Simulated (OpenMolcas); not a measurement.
**As2+: RASPT2 settings compared**

```yaml
Program: OpenMolcas
Basis: ANO-R1 [5s4p3d1f]
Scalar_Hamiltonian: X2C, finite nucleus
Active_space: 3 electrons in 9 orbitals (RAS2 4s 4p; RAS3 4d, at most 2 electrons)
State_averaging: 2S+1 = 4 odd, 1 root (0 in the spin-orbit step); 2S+1 = 2 odd, 3 roots; 2S+1 = 4 even, 3 roots; 2S+1 = 2 even, 6 roots
Spin-orbit_coupling: state interaction with AMFI integrals over the reference wave functions, term energies averaged over their components
```

Methods on the same reference wave functions:
A. RASSCF
B. SS-RASPT2, IPEA 0.15 Eh, sigma2 regulariser 0.2 Eh (closed shells correlated: 3d)
C. SS-RASPT2, IPEA 0.6 Eh, no level shift (closed shells correlated: 3d)
D. XMS-RASPT2, IPEA 0.35 Eh, imaginary shift 0.05 Eh (closed shells correlated: 3s 3p 3d)

Energies in cm⁻¹ above 4s² 4p ²P°_1/2, the measured ground level; measured values from Moore, Atomic Energy Levels, vol. II, NSRDS-NBS 35 (1971 reprint of NBS Circular 467, 1952).

| Level | A | B | C | D | Measured |
| --- | --- | --- | --- | --- | --- |
| 4s² 4p ²P°_1/2 | 0.0 | 0.0 | 0.0 | 0.0 | 0.0 |
| 4s² 4p ²P°_3/2 | 2917 | 2920 | 2920 | 2920 | 2940 |
| 4s 4p² ⁴P_1/2 | 60893 | 62580 | 62630 | 63020 |  |
| 4s 4p² ⁴P_3/2 | 61982 | 63670 | 63730 | 64110 |  |
| 4s 4p² ⁴P_5/2 | 63579 | 65260 | 65320 | 65710 |  |
| 4s 4p² ²D_3/2 | 84709 | 85670 | 85850 | 85930 | 85309 |
| 4s 4p² ²D_5/2 | 84858 | 85830 | 86000 | 86080 | 85630 |

Deviations, from unrounded energies. A percentage is the sum of absolute deviations over the sum of measured energies, with the sign that they share, or ± where signs differ.

```tsv
Against measurement	Levels	A	B	C	D
mean absolute deviation (cm-1)	3	460	190	310	370
fine structure of the ground term (%)	1	-0.8	-0.8	-0.8	-0.8
other configurations (%)	2	-0.8	+0.3	+0.5	+0.6
```

B lies closest to measurement on these levels and A furthest from it. The largest miss of B in the table is 4s 4p² ²D_3/2, by +360 cm-1. The ranking rests on the paired levels alone, and a cruder setting can come out closer through cancelling errors.

Among B to D the level of the table that moves most is 4s 4p² ⁴P_3/2, by 440 cm-1 (lowest in B, highest in D). Moves below CASPT2's spread within the term are not significant.

The lowest spin-free term lies below A's lowest term by 0.362 hartree in B, 0.362 hartree in C, 0.439 hartree in D.

CASPT2 breaks the degeneracy within a term, and the mean is taken; among the terms shown or strongly mixed into the levels shown the widest spread is 110 cm-1 (4s 4p² ²D, D). Some high roots are left out of the spin-orbit mixing, which shifts the levels that they would mix with. Active for correlation alone: 4d; no level in the range computed is led by a configuration that fills it, so any true level of that kind is missing. Measured partners are found by configuration, term and J. A level has none where our copy of the source lacks it or the pairing is in doubt (some pairs that miss far off the trend of their configuration count as doubtful), and it then counts in no deviation. Levels of configurations outside the active space are missing. The table leaves out levels that lie high or whose names do not pair safely across all columns.

° marks odd parity.
